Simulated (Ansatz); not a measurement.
Job for Ansatz (a program for electronic structure): U-B3LYP/cc-pVTZ on GaH3O2 (SMILES [OH][GaH][OH]), a point of a bond scan (R = 1.547 Å).

Ansatz 0.2 input:
```yaml
crystal:
  periodic: [false, false, false]
  atoms:
    - {symbol: Ga, position_ang: [-0.24404156, -0.17751198, -0.15122784]}
    - {symbol: H, position_ang: [-1.35423056, -1.01629250, -0.82710093]}
    - {symbol: O, position_ang: [0.02041342, 1.53779605, -0.57659188]}
    - {symbol: H, position_ang: [0.74228075, 1.94032686, -0.08185129]}
    - {symbol: O, position_ang: [0.90232372, -0.75596542, 1.10558427]}
    - {symbol: H, position_ang: [0.79534111, -1.67580809, 1.36507609]}
basis:
  gaussian:
    orbitals: cc-pVTZ
hamiltonian:
  xc: {name: B3LYP}
magnetization: {spin_polarized: true, initial_magnetization: 0}
```

Output:

```
WARN ansatz: RAYON_NUM_THREADS=1 ignored (pool sized by the plan → 1); use --threads N
Functional definition: B3LYP
integrals: 0.05 GiB planned
906 factors; their error is unknown
mean field: 0.73 GiB planned
mean field evaluation 1: about -56514.7218 eV, gradient 6.1e1 eV
mean field evaluation 2: about -56465.4740 eV, gradient 1.2e2 eV
mean field evaluation 4: about -56526.4030 eV, gradient 2.6e0 eV
mean field evaluation 8: about -56526.4368 eV, gradient 1.6e-1 eV
mean field evaluation 16: about -56526.5902 eV, gradient 1.7e-5 eV
mean field -56526.59024201 eV, -2077.3138762949 hartree, gradient 1.7e-5 eV, S^2 0.000000; 0 other end points of the search recorded, 0 dependent functions left out
reference -56526.59047309 eV, -2077.3138847869 hartree; 25, 25 occupied and 120, 120 virtual orbitals, 906 factors
Total energy: -56526.59047309 eV, -2077.3138847869 hartree
```

The run converged.

Cost: about 8 core-seconds (a rough figure).
